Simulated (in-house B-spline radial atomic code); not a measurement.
Results of a calculation; reference values are marked as such.
**What the choice of pseudopotential does to G0W0 on PBE: Bi**

All numbers come from an all-electron radial atomic-structure program (B-spline basis), non-relativistic (model numbers for so heavy an element), configuration [Xe] 4f14 5d10 6s2 6p3, open shells at high spin. Semilocal Troullier-Martins pseudo-atoms, one channel per l, are made with PBE or LDA for several valence sets and radii, with or without a model core, and set against the all-electron atom. One channel fits only the lowest state of its l, so a second state of that l is approximate. All electrons give 6p up: PBE -5.339 eV, G0W0 -8.598 eV, 6s down: PBE -10.234 eV, G0W0 -13.480 eV. Potentials are made in the ion's own configuration unless the neutral atom is named, and a smooth local potential serves every l without a channel. Potentials that miss their own reference levels by more than 6 millihartree, or need radii over 3.5 bohr, are left out. Columns give pseudo minus all-electron, in eV; a dash marks a level in the core or of low weight.

```tsv
valence	made with	radii (bohr)	model core (bohr)	6p up PBE	6p up G0W0	6s down PBE	6s down G0W0
6s 6p	PBE	s 2.12 p 2.52	none	-0.01	+0.03	+0.25	+0.41
6s 6p	PBE	s 2.76 p 3.28	none	0.00	+0.10	+0.23	+0.44
6s 6p	PBE	s 2.12 p 2.52	1.87	0.00	+0.05	-0.01	+0.15
6s 6p	PBE	s 2.44 p 2.90	1.87	0.00	+0.08	-0.02	+0.17
6s 6p	PBE	s 2.76 p 3.28	1.87	0.00	+0.11	-0.05	+0.16
5d 6s 6p	PBE	s 1.91 p 2.27 d 0.92	none	-0.01	-0.26	+0.06	-0.37
5d 6s 6p	PBE	s 2.76 p 3.28 d 1.33	none	0.00	-0.28	+0.03	-0.42
5d 6s 6p	PBE	s 1.70 p 2.02 d 0.82	0.89	0.00	-0.25	0.00	-0.41
5d 6s 6p	PBE	s 1.91 p 2.27 d 0.92	0.89	0.00	-0.25	+0.01	-0.42
5d 6s 6p	PBE	s 2.44 p 2.90 d 1.18	0.89	0.00	-0.26	0.00	-0.42
5d 6s 6p	PBE	s 2.76 p 3.28 d 1.33	0.89	0.00	-0.27	-0.03	-0.47
5p 5d 6s 6p	PBE	s 2.12 p 0.89 d 1.02	none	-0.11	-0.05	+0.01	-0.98
5p 5d 6s 6p	PBE	s 2.76 p 1.16 d 1.33	none	-0.12	-0.05	0.00	-1.16
5p 5d 6s 6p	PBE	s 2.44 p 1.02 d 1.18	0.72	-0.08	0.00	0.00	-1.03
```

Question: How does the G0W0 shift of 6p up, which all sets hold, depend on the valence set?

Answer: Mean size: 5p 5d 6s 6p: 0.03 eV; 6s 6p: 0.07 eV; 5d 6s 6p: 0.26 eV. A larger valence set can do worse when it takes only part of a shell, whose exchange with the frozen rest is then left to the functional. The means mix radii and the functional used in making the potentials.
